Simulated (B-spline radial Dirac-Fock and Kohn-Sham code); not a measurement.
**Run log: Pr**

ΔSCF core binding energies without Breit or QED terms, calculated with a radial atomic solver. Keys: rel is the Hamiltonian (dirac, or spin-free x2c and nr, where L3 and M5 stand for the whole 2p and 3d shells), method is hf or an exchange,correlation pair (spin-unpolarised, also for the hole states), nuc the nuclear model, radius_factor scales its radius, rmax is the box in bohr, h the logarithmic mesh step, order the B-spline order, points the quadrature points per cell, c_factor scales the speed of light, and damp, ndamp, maxit and tol steer the iteration. The run stops when the commutator error falls below 10·tol·max(1, Z/10), or the numerical noise floor, and the energy has settled to about 1e-8 Ha; the virial ratio is −V/T.

Input (task.json):

```json
{"items": [{"Z": 59, "q": 0, "cfg": [[1, 0, 2], [2, 0, 2], [2, 1, 6], [3, 0, 2], [3, 1, 6], [3, 2, 10], [4, 0, 2], [4, 1, 6], [4, 2, 10], [4, 3, 3], [5, 0, 2], [5, 1, 6], [6, 0, 2]], "A": 141, "rrms": 4.8919, "do": "settings", "holes": ["K", "L3", "M5"],
  "settings": [{"rel": "dirac", "method": "hf", "nuc": "fermi", "radius_factor": 1.0, "rmax": 45.0, "h": 0.3, "order": 8, "points": 10, "c_factor": 1.0, "maxit": 60, "damp": 0.0, "ndamp": 3, "tol": 1e-08}]}]}
```

Command: `python xray2_run.py task.json out`

Ground-state iterations:

```
iter   energy (Ha)        error
   1    -9228.56319734  2.00e+00
   2    -9231.82742181  5.71e-01
   3    -9228.49074828  5.93e-01
   4    -9232.01438020  5.56e-01
   5    -9228.33740579  5.84e-01
   6    -9237.74197767  1.15e-01
   7    -9238.11359175  2.91e-02
   8    -9238.14872956  7.86e-03
   9    -9238.15072118  4.38e-03
  10    -9238.15130404  4.77e-04
  11    -9238.15131990  1.21e-04
  12    -9238.15132106  1.73e-05
  13    -9238.15132108  2.04e-06
  14    -9238.15132109  3.81e-07
```

The ground state converged in 14 iterations, with total energy -9238.15132 Ha, virial ratio 1.92982 and highest orbital energy -4.67 eV. ΔSCF binding energies: K (1s) 42155.9 eV, L3 (2p3/2) 5979.3 eV, M5 (3d5/2) 934.0 eV.
